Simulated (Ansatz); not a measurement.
Total energies of CH₇ClSSi₂ (`C[SiH2]S[SiH2]Cl`).

| atom | x (Å) | y (Å) | z (Å) |
| --- | --- | --- | --- |
| C1 | 0.874 | 2.205 | 0.464 |
| Si2 | 0.669 | 0.396 | 0.077 |
| S3 | -1.419 | -0.070 | 0.326 |
| Si4 | -1.367 | -2.094 | -0.286 |
| Cl5 | -1.245 | -2.297 | -2.327 |
| H6 | 0.558 | 2.421 | 1.486 |
| H7 | 1.924 | 2.492 | 0.360 |
| H8 | 0.281 | 2.817 | -0.219 |
| H9 | 1.464 | -0.453 | 1.001 |
| H10 | 1.078 | 0.084 | -1.317 |
| H11 | -2.633 | -2.717 | 0.155 |
| H12 | -0.184 | -2.783 | 0.279 |

Charge 0, multiplicity 1. All single points use the PBE0-D4/def2-TZVP geometry. It is one conformer, not always the lowest. Basis def2-TZVPP, the Gaussian-basis code of Ansatz.

RPA on PBE orbitals: Hartree–Fock energy of these orbitals -1476.95727 Eh, correlation -1.39271 Eh (frozen core).

```json
{"functional": "LDA (SPW92)", "kind": "LDA", "energy without D4 (Eh)": "-1474.27803", "D4 term (kJ/mol)": "–"}
{"functional": "PBE", "kind": "GGA", "energy without D4 (Eh)": "-1479.14501", "D4 term (kJ/mol)": "-34.5"}
{"functional": "revPBE", "kind": "GGA", "energy without D4 (Eh)": "-1479.57593", "D4 term (kJ/mol)": "-90.4"}
{"functional": "BLYP", "kind": "GGA", "energy without D4 (Eh)": "-1479.82021", "D4 term (kJ/mol)": "-73.8"}
{"functional": "r2SCAN", "kind": "meta-GGA", "energy without D4 (Eh)": "-1479.73876", "D4 term (kJ/mol)": "-8.4"}
{"functional": "B97M-V", "kind": "meta-GGA with VV10", "energy without D4 (Eh)": "-1479.50978", "D4 term (kJ/mol)": "–"}
{"functional": "PBE0", "kind": "global hybrid, 25 % exact exchange", "energy without D4 (Eh)": "-1479.28707", "D4 term (kJ/mol)": "-29.6"}
{"functional": "B3LYP", "kind": "global hybrid, 20 %", "energy without D4 (Eh)": "-1479.95029", "D4 term (kJ/mol)": "-56.1"}
{"functional": "r2SCANh", "kind": "meta-GGA hybrid, 10 %", "energy without D4 (Eh)": "-1479.73204", "D4 term (kJ/mol)": "-9.1"}
{"functional": "LC-ωPBE", "kind": "long-range corrected hybrid", "energy without D4 (Eh)": "-1479.42976", "D4 term (kJ/mol)": "–"}
{"functional": "ωB97X-V", "kind": "range-separated hybrid GGA with VV10", "energy without D4 (Eh)": "-1479.64498", "D4 term (kJ/mol)": "–"}
{"functional": "ωB97M-V", "kind": "range-separated hybrid meta-GGA with VV10", "energy without D4 (Eh)": "-1479.75450", "D4 term (kJ/mol)": "–"}
{"functional": "B2PLYP", "kind": "double hybrid", "energy without D4 (Eh)": "-1479.33154", "D4 term (kJ/mol)": "–"}
{"functional": "PBE-QIDH", "kind": "double hybrid", "energy without D4 (Eh)": "-1478.94734", "D4 term (kJ/mol)": "–"}
```

Give the same for r2SCAN0, HSE06 (plane-wave form), BHLYP, CAM-B3LYP. (An estimate is asked.)

Ansatz gave: 
```tsv
functional	kind	energy without D4 (Eh)	D4 term (kJ/mol)
r2SCAN0	meta-GGA hybrid, 25 %	-1479.72312	-10.1
HSE06 (plane-wave form)	screened hybrid	-1479.25585	-28.0
BHLYP	global hybrid, 50 %	-1479.84526	-47.3
CAM-B3LYP	range-separated hybrid	-1479.88047	-30.7
```

B3LYP takes the VWN-RPA correlation (the form of Gaussian; ORCA's B3LYP/G). HSE06 is the plane-wave form, built on full-range PBE exchange. The double hybrids freeze the cores in their second-order part.

LC-ωPBE has ω = 0.4 bohr⁻¹.
